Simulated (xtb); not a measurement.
C₂H₄ClFOSi, SMILES C[Si@@](F)(Cl)C=O. All values are semi-empirical tight-binding results from xtb (GFN2-xTB unless named), good for trends rather than for accurate numbers. Coordinates come from a GFN2-xTB optimisation. The structure was generated by enumeration; whether it is a known compound was not checked. One conformer was computed; it need not be the lowest.

```json
{
  "orbital_gap": "2.53 eV",
  "dipole_moment": "1.60 D",
  "zero_point_energy": "36.7 kcal/mol",
  "G − E(el) at 298.15 K (modified RRHO)": "15.0 kcal/mol",
  "static polarisability (D4 model)": "73.4 bohr³",
  "solvation energy, GFN2-xTB/ALPB(water)": "-1.9 kcal/mol",
  "solvation energy, GFN2-xTB/ALPB(benzene)": "-4.9 kcal/mol"
}
```
